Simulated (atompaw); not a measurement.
## Reading a pseudo-wave (cobalt (Co))

Columns: radius, all-electron u(r) and pseudo u(r) of the 3d shell (level -10.25 eV) of cobalt in the configuration [Ar] 3d7 4s1.75 4p0; PBE, scalar-relativistic, PAW (atompaw) scheme, atompaw 4.2.0.5.

```json
{"r (bohr)": "0.115", "all-electron": "0.1106", "pseudo": "0.0043"}
{"r (bohr)": "0.231", "all-electron": "0.4031", "pseudo": "0.0330"}
{"r (bohr)": "0.346", "all-electron": "0.6742", "pseudo": "0.1013"}
{"r (bohr)": "0.462", "all-electron": "0.8525", "pseudo": "0.2124"}
{"r (bohr)": "0.577", "all-electron": "0.9372", "pseudo": "0.3516"}
{"r (bohr)": "0.692", "all-electron": "0.9532", "pseudo": "0.4965"}
{"r (bohr)": "0.808", "all-electron": "0.9261", "pseudo": "0.6221"}
{"r (bohr)": "0.923", "all-electron": "0.8758", "pseudo": "0.7055"}
{"r (bohr)": "1.038", "all-electron": "0.8146", "pseudo": "0.7388"}
{"r (bohr)": "1.154", "all-electron": "0.7494", "pseudo": "0.7260"}
{"r (bohr)": "1.269", "all-electron": "0.6855", "pseudo": "0.6820"}
{"r (bohr)": "1.385", "all-electron": "0.6242", "pseudo": "0.6242"}
{"r (bohr)": "1.500", "all-electron": "0.5674", "pseudo": "0.5674"}
{"r (bohr)": "1.615", "all-electron": "0.5150", "pseudo": "0.5150"}
{"r (bohr)": "1.731", "all-electron": "0.4668", "pseudo": "0.4668"}
{"r (bohr)": "1.846", "all-electron": "0.4234", "pseudo": "0.4234"}
{"r (bohr)": "1.962", "all-electron": "0.3836", "pseudo": "0.3836"}
{"r (bohr)": "2.077", "all-electron": "0.3480", "pseudo": "0.3480"}
{"r (bohr)": "2.192", "all-electron": "0.3157", "pseudo": "0.3157"}
{"r (bohr)": "2.308", "all-electron": "0.2862", "pseudo": "0.2862"}
{"r (bohr)": "2.423", "all-electron": "0.2597", "pseudo": "0.2597"}
{"r (bohr)": "2.538", "all-electron": "0.2357", "pseudo": "0.2357"}
{"r (bohr)": "2.654", "all-electron": "0.2137", "pseudo": "0.2137"}
{"r (bohr)": "2.769", "all-electron": "0.1940", "pseudo": "0.1940"}
{"r (bohr)": "2.885", "all-electron": "0.1759", "pseudo": "0.1759"}
{"r (bohr)": "3.000", "all-electron": "0.1596", "pseudo": "0.1596"}
```

Q: How many radial nodes do the two functions have?

A: The all-electron 3d function has n − l − 1 = 0; the pseudo-wave has 0.

Q: At about which radius was the pseudo-wave matched?

A: 1.50 bohr, where the columns begin to agree (steps of 0.12 bohr).

Q: Is the pseudo-wave norm-conserving?

A: No, it belongs to a PAW set: the norm inside the radius is not constrained, and the difference is carried by the augmentation charge.
